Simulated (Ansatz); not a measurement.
Born–Oppenheimer molecular dynamics of CH7ClGe (10 atoms, charge 0, multiplicity 1). It starts at the highest image of a converged band. Of that band: A structure lower than the first end lies on the path between it and the top, so the climb from that side starts below the end, which may itself be a saddle point or a shallow side well. Neighbouring images differ by up to 2.5 eV, so the band resolves the path poorly. A vibrational analysis at the climbing image gives one clearly imaginary mode, 809i cm⁻¹: a first-order saddle point.

Computed with Ansatz 0.2.0, RHF/def2-TZVP.

```yaml
ensemble: NVE (velocity Verlet)
time_step: 0.5 fs
steps_asked: 200
starting_velocities_drawn_for: 100 K
seed: 8931
```

Frames 1 fs apart, positions in Å.

Velocities at 50 fs (Å/ps):

```
Ge 0.72 -0.36 -1.38
C -1.74 3.24 8.83
H -3.16 -2.61 7.51
H 3.58 0.90 8.84
H -0.46 4.74 18.28
H -8.31 -13.59 2.15
H -4.93 -5.59 0.36
H -6.78 -7.19 -1.01
Cl -0.17 0.41 -1.15
H -4.70 -3.73 -1.69
```

```xyz
10
Properties=species:S:1:pos:R:3 time_fs=50 energy_less_start_eV=-0.016 T=116
Ge 0.003 -0.051 0.009
C -0.023 -0.064 2.344
H -1.077 0.030 2.345
H 0.226 -0.685 3.157
H 0.495 0.860 2.378
H 1.401 0.222 -0.467
H -0.747 1.285 0.197
H -0.924 -1.130 -0.520
Cl 1.385 -2.567 0.993
H 0.415 -0.868 1.668
10
Properties=species:S:1:pos:R:3 time_fs=51 energy_less_start_eV=-0.037 T=136
Ge 0.004 -0.051 0.008
C -0.025 -0.060 2.352
H -1.084 0.029 2.352
H 0.232 -0.686 3.171
H 0.496 0.867 2.397
H 1.393 0.207 -0.466
H -0.751 1.279 0.197
H -0.929 -1.137 -0.521
Cl 1.385 -2.567 0.992
H 0.411 -0.871 1.666
10
Properties=species:S:1:pos:R:3 time_fs=52 energy_less_start_eV=-0.055 T=153
Ge 0.004 -0.051 0.007
C -0.026 -0.058 2.361
H -1.097 0.030 2.358
H 0.241 -0.690 3.192
H 0.499 0.879 2.417
H 1.390 0.193 -0.465
H -0.756 1.272 0.197
H -0.932 -1.141 -0.521
Cl 1.385 -2.566 0.991
H 0.407 -0.873 1.662
10
Properties=species:S:1:pos:R:3 time_fs=53 energy_less_start_eV=-0.054 T=152
Ge 0.005 -0.052 0.005
C -0.028 -0.055 2.369
H -1.111 0.033 2.364
H 0.252 -0.695 3.216
H 0.502 0.892 2.437
H 1.391 0.178 -0.467
H -0.760 1.264 0.196
H -0.932 -1.143 -0.520
Cl 1.385 -2.566 0.989
H 0.402 -0.872 1.660
10
Properties=species:S:1:pos:R:3 time_fs=54 energy_less_start_eV=-0.042 T=141
Ge 0.005 -0.052 0.004
C -0.030 -0.053 2.378
H -1.123 0.038 2.371
H 0.262 -0.696 3.238
H 0.503 0.902 2.455
H 1.397 0.163 -0.471
H -0.763 1.256 0.195
H -0.929 -1.142 -0.518
Cl 1.384 -2.565 0.988
H 0.397 -0.866 1.660
10
Properties=species:S:1:pos:R:3 time_fs=55 energy_less_start_eV=-0.042 T=141
Ge 0.006 -0.053 0.003
C -0.032 -0.051 2.387
H -1.128 0.045 2.378
H 0.270 -0.691 3.253
H 0.500 0.907 2.472
H 1.407 0.149 -0.476
H -0.767 1.250 0.194
H -0.923 -1.139 -0.516
Cl 1.384 -2.564 0.986
H 0.392 -0.857 1.663
10
Properties=species:S:1:pos:R:3 time_fs=56 energy_less_start_eV=-0.062 T=160
Ge 0.006 -0.054 0.001
C -0.034 -0.050 2.397
H -1.127 0.052 2.386
H 0.275 -0.681 3.260
H 0.494 0.906 2.486
H 1.420 0.135 -0.482
H -0.770 1.245 0.193
H -0.916 -1.135 -0.513
Cl 1.383 -2.564 0.985
H 0.387 -0.843 1.670
10
Properties=species:S:1:pos:R:3 time_fs=57 energy_less_start_eV=-0.087 T=184
Ge 0.006 -0.055 0.000
C -0.036 -0.049 2.408
H -1.119 0.060 2.394
H 0.276 -0.666 3.260
H 0.484 0.901 2.498
H 1.432 0.122 -0.489
H -0.772 1.241 0.192
H -0.907 -1.131 -0.510
Cl 1.383 -2.563 0.983
H 0.382 -0.825 1.681
10
Properties=species:S:1:pos:R:3 time_fs=58 energy_less_start_eV=-0.093 T=190
Ge 0.007 -0.056 -0.002
C -0.039 -0.049 2.420
H -1.108 0.067 2.405
H 0.275 -0.650 3.258
H 0.473 0.893 2.505
H 1.443 0.110 -0.495
H -0.774 1.240 0.191
H -0.900 -1.128 -0.508
Cl 1.383 -2.562 0.981
H 0.377 -0.805 1.693
10
Properties=species:S:1:pos:R:3 time_fs=59 energy_less_start_eV=-0.075 T=173
Ge 0.007 -0.057 -0.003
C -0.041 -0.048 2.432
H -1.098 0.074 2.416
H 0.272 -0.636 3.257
H 0.462 0.888 2.510
H 1.450 0.099 -0.500
H -0.775 1.240 0.191
H -0.894 -1.128 -0.507
Cl 1.382 -2.561 0.980
H 0.374 -0.784 1.705
10
Properties=species:S:1:pos:R:3 time_fs=60 energy_less_start_eV=-0.061 T=160
Ge 0.008 -0.058 -0.004
C -0.043 -0.046 2.444
H -1.093 0.081 2.428
H 0.269 -0.627 3.264
H 0.454 0.887 2.513
H 1.452 0.089 -0.503
H -0.775 1.241 0.192
H -0.891 -1.132 -0.508
Cl 1.381 -2.560 0.978
H 0.372 -0.765 1.715
10
Properties=species:S:1:pos:R:3 time_fs=61 energy_less_start_eV=-0.078 T=176
Ge 0.009 -0.059 -0.006
C -0.046 -0.044 2.455
H -1.096 0.088 2.440
H 0.267 -0.625 3.280
H 0.450 0.893 2.514
H 1.448 0.080 -0.505
H -0.773 1.244 0.194
H -0.890 -1.138 -0.511
Cl 1.381 -2.558 0.976
H 0.372 -0.749 1.722
```

Of the whole run (100 fs, mean temperature of the second half 675 K): The conserved energy stayed within 0.11 meV per atom of its start (net change 0.032 meV per atom), so the integration is sound. The kinetic energy rose, since the run started high on the potential surface and went downhill. It ends in pieces (CH4 + ClGeH3), so much of that is their flight and rotation, not heat. A run of 0.1 ps of so small a system gives no equilibrium averages. The orbitals stay closed-shell, which can raise the energy where a bond breaks towards radicals; this wasn't checked here.

Run time: 4.7 min on 4 threads of Arm Neoverse V1 (shared host), peak memory 0.42 GiB.
